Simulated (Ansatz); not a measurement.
The same path of ClGaH$_{3}$N (6 atoms, charge 0, multiplicity 1) was run 3 times with different band settings. Lost on the way: Ga1–N2, Ga1–H5. Made: N2–H5.

Computed with RKS PBE-D4/def2-TZVP in Ansatz.

Relaxed end points:

```xyz
6
Properties=species:S:1:pos:R:3
Ga 0.657 0.041 0.025
N 0.950 -0.030 1.813
H 0.199 -0.116 2.490
H 1.868 0.011 2.242
H 1.745 0.174 -1.076
Cl -1.437 -0.080 -0.506
```

```xyz
6
Properties=species:S:1:pos:R:3
Ga 0.251 -1.093 -0.677
N 1.295 0.145 1.165
H 0.443 0.604 1.506
H 1.686 -0.416 1.926
H 1.981 0.863 0.920
Cl -1.674 -0.103 0.147
```

Common settings: optimiser quadratic models (default); start path through a guess of the saddle point; force threshold 0.05 eV/Å; iteration limit 60; end points relaxed.

| run | movable images | climbing image | spring |
| --- | --- | --- | --- |
| 1 | 7 | yes | 5.0 eV/Å² |
| 2 | 2 | no | 5.0 eV/Å² |
| 3 | 7 | yes | 50.0 eV/Å² |

**Question.** What does each run give, and how far can it be trusted?

**Answer.** Run 1: converged after 23 iterations, highest image 2.143 eV above the first end. The profile has 2 maxima (images 2, 6) with wells between them (image 4): this band takes more than one step, which may be the mechanism or a detour left from its start path. Neighbouring images differ by up to 2.3 eV, so the band resolves the path poorly. A vibrational analysis at the climbing image gives one clearly imaginary mode, 1195i cm⁻¹: a first-order saddle point.
Run 2: converged after 12 iterations, highest image 0.853 eV above the first end. No image climbed, so the highest image needn't sit at the top of the path. A band with more images between the same ends climbed to 2.14 eV, so this one has probably stepped over the top. So few images can step over the top or miss a turn of the path.
Run 3: converged after 28 iterations, highest image 2.143 eV above the first end. The profile has 2 maxima (images 2, 6) with wells between them (image 4): this band takes more than one step, which may be the mechanism or a detour left from its start path. Neighbouring images differ by up to 2.3 eV, so the band resolves the path poorly. Another band between the same ends (7 images) ends at a top of the same energy, where a vibrational analysis finds 1 clearly imaginary mode.
The orbitals stay closed-shell, which can raise the energy where a bond breaks towards radicals; this wasn't checked here.
